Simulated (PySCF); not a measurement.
## NMR data sheet: 1,2-dimethoxybenzene

- Formula: C8H10O2
- SMILES: COc1ccccc1OC
- Point group of the computed structure: C2v
- Degrees of unsaturation: 4
- Carbon signals: 4
- Proton signals: 3

Atoms are numbered as in `[CH3:1][O:2][c:3]1[cH:4][cH:5][cH:6][cH:7][c:8]1[O:9][CH3:10]` (H(Xn): hydrogen on atom n).

Computational details: coordinates at the GFN2-xTB level, PBE0/pcSseg-1 with gauge-including orbitals, in PySCF 2.14 (no solvent model, relativity neglected, fast rotation and ring inversion assumed for equivalent nuclei, one conformer).

Scale: 1H and 13C against TMS; 17O against H2O (reference shieldings calculated alike).

| carbon | δC, type | δH (multiplicity) | HMBC from (2–3 bonds) | span of the C tensor (ppm) |
| --- | --- | --- | --- | --- |
| C1/C10 | 55.5, CH3 | 3.91 (s) | – | 76 |
| C3/C8 | 156.9, C | – | H(C5)/H(C6), H(C4)/H(C7), H(C1)/H(C10) | 148 |
| C4/C7 | 112.9, CH | 6.75 (d) | H(C5)/H(C6) | 195 |
| C5/C6 | 124.9, CH | 7.10 (m) | H(C5)/H(C6), H(C4)/H(C7) | 221 |

Other nuclei:
| atoms | nucleus | environment | δ (ppm) | σ (ppm) |
| --- | --- | --- | --- | --- |
| O2/O9 | 17O | ether oxygen | 94.2 | 241.9 |

1. Carbon types of the structure: 2 × C, 4 × CH, 2 × CH3, which accounts for all hydrogens.
2. δC 156.9: aromatic carbon bearing oxygen; the electronegative substituent deshields the carbon that carries it.
3. δC 124.9, 112.9: aromatic CH.
4. δC 55.5: methyl carbon bonded to O; deshielded by the electronegative neighbour.
5. δH 7.10, 6.75: hydrogen on an aromatic CH.
6. δH 3.91: hydrogen on a methyl carbon bonded to O; its carbon carries O, an electronegative neighbour.

Shifts are as computed. Against solution values, carbons near 30 ppm lie about +3 ppm off and those near 130 ppm about +5 ppm. Of 1211 compounds with measured shifts, 218 miss one by over three times the rms of a fit or turn the order of signals round; such compounds aren't used in these exercises. Experimental scales use liquid or dissolved standards, which lie at an offset from isolated H2O (liquid H2O: subtract about 36 ppm). No couplings were computed; multiplicities are counted from neighbouring protons, with m where these are inequivalent, close in shift, in a saturated or five-membered ring or joined by F or P, and br s for small geminal =CH2 splittings.
